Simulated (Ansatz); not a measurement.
Harmonic frequencies (cm⁻¹) at PBE0-D4/def2-TZVP from Ansatz: 96, 106, 163, 182, 280, 384, 495, 510, 541, 798, 852, 907, 930, 932, 2214, 2234, 2241, 3897.

Each molecule was computed in one conformer, which needn't be the lowest.

Problem. Which molecule is it?
A. `[CH3][In][SH]`•
B. `N[B]Cl`•
C. `C[Si](C)Cl`•
D. `O[Si]([SiH3])Cl`•

Solution. D.
